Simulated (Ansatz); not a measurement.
`C[O][GeH]([CH3])[SiH3]` → `C[O][GeH2][CH3]` + `[SiH2]` at 400 K and 1 bar (silylene loss).

Computed with Ansatz on PBE0-D4/def2-TZVP structures; ΔE is electronic, products minus reactants. CCSD(T)/CBS adds triple-zeta CCSD(T) − MP2 to the extrapolated MP2 energy (def2 sets, frozen cores). This one scheme is used for every species. For Ge outer-core shells are correlated without core-valence functions, which leaves a few kJ/mol of doubt a bond. Scalar relativity is left out up to krypton. One conformer a species, not always the lowest.

```tsv
species	CCSD(T)/CBS energy (Eh)	H − E (kJ/mol)	S (J/(mol·K))
`C[O][GeH]([CH3])[SiH3]`	-2522.49862	337.0	463.2
`C[O][GeH2][CH3]`	-2232.21365	280.4	384.8
`[SiH2]`	-290.19011	44.2	218.1
```

H − E and S are ideal-gas, rigid-rotor, harmonic terms from PBE0-D4/def2-TZVP, for one conformer and one mirror image of each species. 1 Eh = 2625.50 kJ/mol, R = 8.31446 J/(mol·K).

Q: By hand: ΔE, ΔH, ΔS and ΔG.

A: ΔE = (-2232.21365) + (-290.19011) − (-2522.49862) = 0.09486 Eh = 249.1 kJ/mol. Δ(H − E) = 280.4 + 44.2 − 337.0 = -12.4, so ΔH = 236.7 kJ/mol. ΔS = 384.8 + 218.1 − 463.2 = 139.7 J/(mol·K). ΔG = 236.7 − 400 × (139.7)/1000 = 180.8 kJ/mol.

Q: By hand: the equilibrium constant, and the temperature at which ΔG would vanish if ΔH and ΔS stayed fixed.

A: log₁₀ K = −ΔG/(RT ln 10) = -23.6. ΔG = 0 at ΔH/ΔS = 1694 K.

The number of gas molecules changes by +1, which sets the sign of ΔS. A doubt of 5 kJ/mol in ΔE shifts log₁₀ K by 0.7 here. Other conformers and mirror images would add mixing entropy, several J/(mol·K) or more a flexible species. Modes under 60 cm⁻¹, often nearly free rotors, make the harmonic entropy too high. These are equilibria of isolated gas molecules and say nothing of rates. Largest T1 diagnostic: 0.014 (customary marks: 0.02 for closed shells, 0.045 for open ones).
